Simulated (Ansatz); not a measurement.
Ansatz results at the PBE0-D4/def2-TZVP geometry: ideal-gas entropy at 298 K and 1 bar (rigid rotor, harmonic PBE0-D4/def2-TZVP) 382 J/(mol·K); size of the dipole moment (ωB97M-V/def2-TZVPP) 1.91 D; size of the dipole moment (B3LYP/def2-TZVPP) 1.94 D.

Each molecule was computed in one conformer, which needn't be the lowest.

(1) Which molecule gave them?
A. `F[Si](F)O[SiH3]`•
B. `C[O][GaH]`•
C. `[Br][InH]`•
D. `C[O][Ga][CH3]`•

Answers

(1) A. The others give `C[O][Ga][CH3]`•: 368, 0.99, 0.89; `[Br][InH]`•: 292, 2.79, 2.69; `C[O][GaH]`•: 310, 1.30, 1.24.

B3LYP here is the variant with VWN-RPA as its local correlation; programs differ in this.
